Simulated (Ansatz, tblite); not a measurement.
Cost and result up the ladder for Hf3O12H12, a hydroxylated oxide cluster (27 atoms). The state is a singlet with charge 0. Geometry: PBE-D4/def2-SVP.

Cartesian coordinates in Å:
```
Hf 0.262 -0.566 -1.690
Hf -1.016 -1.437 1.797
Hf 0.657 1.510 1.006
O 1.607 2.489 -3.313
O -0.368 3.164 1.086
O -1.682 -0.490 -1.926
O 0.141 -0.406 0.423
O 2.423 1.716 1.793
O 1.144 -0.103 -3.487
O 0.979 1.416 -1.050
O -2.652 -1.376 0.660
O -0.420 0.517 2.617
O 0.833 -2.418 -1.398
O 0.004 -3.090 1.311
O -1.670 -1.944 3.578
H 0.800 2.880 -3.697
H 1.539 1.517 -3.585
H -1.100 3.770 0.916
H -2.253 -0.829 -1.194
H 3.189 2.241 2.061
H 1.635 -0.706 -4.069
H 1.271 2.025 -1.818
H -3.511 -1.810 0.792
H -0.672 0.863 3.490
H 0.697 -2.894 -0.545
H -0.034 -3.971 1.717
H -1.803 -2.063 4.527
```

Ansatz on 2 threads of AMD EPYC 7R13 on a shared host and a share (18 GiB) of an NVIDIA H100 80GB HBM3; xTB runs through tblite on one thread. Times are rough, summed over both states, and most runs start from the orbitals of an earlier one. PBE0-D4/def2-TZVP serves as the yardstick here, not as an exact answer. The other state is a doublet.

In the def2 sets Hf takes a core potential; there is no spin–orbit coupling. The xTB rows come from tblite. LC-ωPBE has ω = 0.4 bohr⁻¹. Single mean-field runs in def2-TZVP are fitted with def2-universal-jkfit. In the singlet geometry the species has come apart into loosely held pieces. In the doublet geometry the species has come apart into loosely held pieces.

Run but left out: PBE-D4/def2-TZVP (charge +1 doublet: an occupied level 0.06 eV above an empty one).

Raw xTB energies of ions are shifted by several eV.

```json
{"level": "GFN2-xTB", "functions": "87", "wall time": "0.17 s"}
{"level": "GFN1-xTB", "functions": "99", "wall time": "0.29 s"}
{"level": "PBE0-D4/def2-TZVP", "functions": "564", "wall time": "13 s"}
{"level": "LC-ωPBE/def2-TZVP (with forces)", "functions": "564", "wall time": "24 s"}
```

**Question.** Estimate what each level gives for the vertical IE (eV).

**Answer.** 
| level | vertical IE (eV) | difference from PBE0-D4/def2-TZVP (eV) |
| --- | --- | --- |
| GFN2-xTB | 12.89 | 3.34 |
| GFN1-xTB | 14.00 | 4.45 |
| PBE0-D4/def2-TZVP | 9.55 | 0.00 |
| LC-ωPBE/def2-TZVP (with forces) | 10.28 | 0.73 |
